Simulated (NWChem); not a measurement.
**NWChem input wanted**

GeF2 has 3 atoms, charge 0, and is taken as a singlet. SMILES: `[F][Ge][F]`. The shape comes from GFN2-xTB, which is rough for such elements, and wasn't checked as a minimum.

```
atom    x (Å)    y (Å)    z (Å)
  Ge   0.0045  -0.0079  -0.8123
   F   1.3208  -0.0187   0.4151
   F  -1.3253   0.0267   0.3972
```

Settings wanted:

| Setting | Value |
| --- | --- |
| task | gradient |
| method | HF |
| basis set | 3-21G |
| integral approximation | none |
| reference | RHF |
| SCF convergence threshold | 1e-08 |
| iteration cap | 80 |
| symmetry | none |
| module | scf |
| d and f functions | spherical |

Problem. Give an NWChem 7.3.0 job that does this.

Solution. One that was run (others would do as well):

run.py:
```python
from ase import Atoms
from ase.calculators.nwchem import NWChem

molecule = Atoms(['Ge', 'F', 'F'], positions=[
    [0.004500, -0.007920, -0.812340],
    [1.320810, -0.018750, 0.415140],
    [-1.325320, 0.026670, 0.397200],
])

calc = NWChem(
    label='f2ge',
    theory='scf',
    memory='2200 mb',
    basis='3-21G',
    basispar='spherical bse',
    scf={'nopen': '0', 'rhf': None, 'thresh': '1e-08', 'maxiter': '80'},
)
molecule.calc = calc

forces = molecule.get_forces()
print("Total energy (eV):", round(molecule.get_potential_energy(), 6))
print("forces (eV/A):")
for s, f in zip(molecule.symbols, forces):
    print(f"{s:2s} {f[0]:10.5f} {f[1]:10.5f} {f[2]:10.5f}")
print("dipole (e A):", molecule.get_dipole_moment().round(4))
```

```bash
$ export ASE_NWCHEM_COMMAND="nwchem PREFIX.nwi > PREFIX.nwo"
$ python run.py
```

Calculated total energy: -2263.22837 Eh, largest force 4.260 eV/Å. The shape is far from stationary at this level.
